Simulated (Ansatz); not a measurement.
Start from `[OH][GeH2][F]` and change one atom or group to get `[OH][GeH2][SiH3]`.

Ansatz, PBE0-D4/def2-TZVP geometries, multiplicity 1. Each molecule was computed in one conformer, which needn't be the lowest.

Scalar relativity is left out up to krypton.

| property | `[OH][GeH2][F]` |
| --- | --- |
| size of the dipole moment (ωB97M-V/def2-TZVPP) / D | 1.96 |
| ideal-gas entropy at 298 K and 1 bar (rigid rotor, harmonic PBE0-D4/def2-TZVP) / J/(mol·K) | 291 |
| HOMO energy (ωB97M-V/def2-TZVPP) / eV | -11.65 |
| size of the dipole moment (B3LYP/def2-TZVPP) / D | 1.95 |
| HOMO energy (B3LYP/def2-TZVPP) / eV | -9.04 |
| LUMO energy (B3LYP/def2-TZVPP) / eV | -0.08 |

Question: What does the change do to each property? (Best estimate.)

Answer: The calculation gave: 
```csv
property,`[OH][GeH2][SiH3]`,shift
size of the dipole moment (ωB97M-V/def2-TZVPP) / D,1.49,-0.47
"ideal-gas entropy at 298 K and 1 bar (rigid rotor, harmonic PBE0-D4/def2-TZVP) / J/(mol·K)",336,45
HOMO energy (ωB97M-V/def2-TZVPP) / eV,-9.90,1.75
size of the dipole moment (B3LYP/def2-TZVPP) / D,1.47,-0.48
HOMO energy (B3LYP/def2-TZVPP) / eV,-7.57,1.47
LUMO energy (B3LYP/def2-TZVPP) / eV,-0.62,-0.54
```

With PBE0 the HOMO rises by 1.50 eV and the LUMO falls by 0.66 eV, so the gap narrows by about 2.16 eV. PBE moves the HOMO by 1.15 eV and ωB97M-V by 1.75 eV. The zero-point energy changes by 57.6 kJ/mol with +9 modes. Dipoles are sizes alone; their direction can turn.

B3LYP here is the variant with VWN-RPA as its local correlation; programs differ in this.
